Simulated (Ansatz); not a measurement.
**Relative stability**

The two ends of one reaction step of SiNH6Cl2F, closed shell (PBE0-D4/def2-TZVP).

A:

```
atom    x (Å)    y (Å)    z (Å)
 Si1  -0.3086   0.4485  -1.1868
 Cl2   0.6601  -2.9991   0.0185
  H3   1.0181  -0.0395  -1.5994
  H4  -1.3740  -0.5679  -1.1757
 Cl5  -0.8684   1.9387  -2.4881
  H6   0.2796  -0.0781   1.4756
  N7  -0.1554   1.0653   0.4464
  H8   0.6653  -2.1896   1.0388
  F9   0.5461  -0.7914   2.0880
 H10   0.5567   1.7803   0.5519
 H11  -1.0193   1.4328   0.8308
```

B:

```
atom    x (Å)    y (Å)    z (Å)
 Si1  -0.2472  -0.0237  -1.1407
 Cl2  -0.3930  -2.0514   0.0348
  H3   1.1004  -0.4272  -1.5564
  H4  -1.5478  -0.3630  -1.7301
 Cl5  -0.1462   1.9700  -1.9894
  H6   0.4700   0.4101   1.1461
  N7  -0.3357   0.7349   0.5890
  H8   1.0494  -1.5128   1.2696
  F9   1.5644  -0.8854   1.7795
 H10  -0.3469   1.7507   0.5279
 H11  -1.1673   0.3977   1.0697
```

Program: Ansatz 0.2.0. Basis: def2-TZVPP. Cores are frozen in the correlated methods. B3LYP uses VWN-RPA correlation.

Problem. Which structure is lower at CCSD(T), and by how much? (An estimate is asked for; the value comes from the calculation.)

Solution. Computed: B, by 3.42 kcal/mol (electronic energy, against the other). By their contacts, A is a complex of SiNH₄Cl ([NH2][SiH2][Cl]) + HCl + HF and B is a complex of SiNH₅Cl₂ ([NH3][SiH2]([Cl])[Cl]) + HF.

Problem. Do the other methods give the same order? (Judge from chemistry; the calculation decides.)

Solution. Computed: Not all: HF gives the other order.

| method | E(B) − E(A) (kcal/mol) |
| --- | --- |
| SPW92 | -10.36 |
| PBE-D4 | -6.32 |
| BLYP-D4 | -3.31 |
| r2SCAN-D4 | -6.19 |
| B97M-V | -5.23 |
| PBE0-D4 | -6.68 |
| B3LYP-D4 | -3.69 |
| r2SCAN0-D4 | -6.56 |
| BHLYP-D4 | -4.08 |
| CAM-B3LYP-D4 | -3.42 |
| wB97X-V | -5.02 |
| wB97M-V | -6.19 |
| B2PLYP | -2.98 |
| PBE-QIDH | -6.21 |
| RPA on PBE | -1.96 |
| HF | 0.46 |
| MP2 | -4.58 |
| CCSD | -2.68 |
| CCSD(T) | -3.42 |

The T1 diagnostic stays at or below 0.009.

Labels in which every atom is bracketed show which atoms are joined, not bond orders.

For scale, one of the runs: CCSD(T)/def2-TZVPP, 272 basis functions, launched by `ansatz run in.yaml --threads 8 --pin off --events-out ev --progress --plain --max-ram 19148MiB`. The run took 2.2 min on 8 CPU threads of an Arm Neoverse V1 (shared host), with 7 GiB of host memory at its peak.
